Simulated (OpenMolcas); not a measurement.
# 3d² along the 20-electron sequence

```yaml
Program: OpenMolcas 26.06
Method: CASSCF
Basis: ANO-RCC-VQZP
Scalar_Hamiltonian: DKH2, point nucleus
Spin-orbit_coupling: RASSI with atomic mean-field integrals over the reference wave functions, term energies averaged over their components
```

Active space for each ion: 2 electrons in 5 orbitals (3d).

Computed levels in cm-1 above ³F₂:

| Level | Cr4+ | Mn5+ | Co7+ |
| --- | --- | --- | --- |
| ³F₃ | 501 | 726 | 1425 |
| ³F₄ | 1144 | 1649 | 3193 |
| ¹D₂ | 16478 | 18880 | 23459 |
| ³P₀ | 19297 | 21922 | 26848 |
| ³P₁ | 19473 | 22181 | 27377 |
| ³P₂ | 19862 | 22766 | 28618 |
| ¹G₄ | 25266 | 28889 | 35766 |
| ¹S₀ | 61283 | 69943 | 85747 |
| weight of ³F in the lowest level (%) | 100 | 100 | 100 |

Measured, with the error of the calculation in %. Measured levels: Cr4+ from Sugar and Corliss, J. Phys. Chem. Ref. Data 6, 317 (1977); Mn5+ from Corliss and Sugar, J. Phys. Chem. Ref. Data 6, 1253 (1977); Co7+ from Sugar and Corliss, J. Phys. Chem. Ref. Data 10, 1097 (1981).

```
Level           Cr4+           Mn5+           Co7+
  ³F₃     508 (-1.5)     746 (-2.7)    1430 (-0.4)
  ³F₄    1142 (+0.2)    1669 (-1.2)    3144 (+1.6)
  ¹D₂  13188 (+24.9)  15336 (+23.1)  19624 (+19.5)
  ³P₀  15492 (+24.6)  17782 (+23.3)  22304 (+20.4)
  ³P₁  15677 (+24.2)  18057 (+22.8)  22839 (+19.9)
  ³P₂  16041 (+23.8)  18628 (+22.2)  24055 (+19.0)
  ¹G₄  22019 (+14.7)  25511 (+13.2)  32360 (+10.5)
  ¹S₀  51146 (+19.8)                 74247 (+15.5)
```

The fine-structure level ³F₄ changes by a factor of 2.79 from Cr4+ to Co7+. Its fourth root runs 5.82, 6.37, 7.52, with steps per unit of Z of 0.56, 0.57; equal steps would mean a (Z - σ)^4 law with constant σ.

¹D₂ changes by a factor of 1.42 over the same range, with steps per unit of Z of +2400, +2290 cm-1.

Without dynamic correlation excited terms often stand tens of per cent too high (terms of higher spin than the ground term too low), and those without a measured partner can miss by more than the paired ones. Measured partners are found by configuration, term and J. A level has none where our copy of the source lacks it or the pairing is in doubt (some pairs that miss far off the trend of their configuration count as doubtful), and it then counts in no deviation. Only configurations of the active space appear.
